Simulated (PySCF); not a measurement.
H$_{3}$B$_{3}$Cl$_{2}$N$_{3}$, doublet, at a GFN2-xTB geometry. Base run: MP2/STO-3G in PySCF.

PySCF was given this input:
```python
from pyscf import gto, scf, mp

mol = gto.Mole()
mol.atom = '''
    Cl   -2.71204002    0.84832405    0.36775443
    B    -1.23649701    0.00758088    0.00862503
    N    -1.25450491   -1.29865135   -0.53916609
    B    -0.06209917   -2.00627972   -0.84121649
    N     1.17225288   -1.35872038   -0.57504790
    B     1.23507269   -0.05359738   -0.02791937
    Cl    2.76036263    0.71286680    0.28683999
    N     0.01913369    0.61816499    0.25919147
    H    -2.15327323   -1.72472159   -0.71391382
    H     2.04328945   -1.82859824   -0.77596381
    H     0.04794538    1.54900360    0.64948440
'''
mol.basis = 'sto-3g'
mol.spin = 1
mol.verbose = 4
mol.build()

mf = scf.UHF(mol)
mf.kernel()

pt = mp.MP2(mf, frozen=16)
pt.kernel()
print('E(MP2) = %.10f' % pt.e_tot)
mf.analyze()
```

Each row names what was changed in the base input (with any setting that the change needs).

| change | basis functions | E (Eh) | MP2 correlation (Eh) | SCF-reference HOMO (eV) | SCF-reference dipole (D) | core-seconds (rough) |
|---|---|---|---|---|---|---|
| base | 51 | -1145.86025 | -0.26276 | -8.17 | 2.61 | 1 |
| basis = 3-21G | 86 | ? | ? | ? | ? | 4 |
| basis = pcseg-0 | 86 | -1157.19614 | -0.52901 | -9.81 | 1.70 | 3 |
| basis = 6-31G | 86 | ? | ? | ? | ? | 5 |
| basis = 6-31G* | 126 | ? | ? | ? | 1.33 | 10 |
| basis = def2-SV(P) | 126 | -1158.92187 | -0.94345 | -9.65 | 0.83 | 10 |
| basis = 6-31G** | 135 | -1159.37593 | -0.94761 | -9.69 | 1.33 | 20 |
| basis = pc-1 | 135 | -1159.33715 | -0.96338 | -9.86 | 1.24 | 20 |
| basis = pcseg-1 | 135 | -1159.28579 | -0.95728 | -9.87 | 1.26 | 20 |
| basis = def2-SVP | 135 | -1158.96129 | -0.96239 | -9.64 | 0.83 | 20 |
| basis = cc-pVDZ | 135 | -1159.45304 | -0.96473 | -9.69 | 0.98 | 20 |
| basis = cc-pV(D+d)Z | 145 | -1159.46251 | -0.97099 | -9.68 | 0.94 | 30 |

**Question.** Complete the blanks.

**Answer.** 
- basis = 3-21G, E (Eh): -1153.26756
- basis = 3-21G, MP2 correlation (Eh): -0.52378
- basis = 3-21G, SCF-reference HOMO (eV): -9.74
- basis = 3-21G, SCF-reference dipole (D): 1.89
- basis = 6-31G, E (Eh): -1158.81432
- basis = 6-31G, MP2 correlation (Eh): -0.52260
- basis = 6-31G, SCF-reference HOMO (eV): -9.84
- basis = 6-31G, SCF-reference dipole (D): 1.78
- basis = 6-31G*, E (Eh): -1159.34607
- basis = 6-31G*, MP2 correlation (Eh): -0.93115
- basis = 6-31G*, SCF-reference HOMO (eV): -9.70

Totals compare only among sets that treat the same electrons; sets with core potentials leave the core out.

Open shells are given as the SCF converged; they aren't shown to be the lowest states, and a large step between rows can be another state.
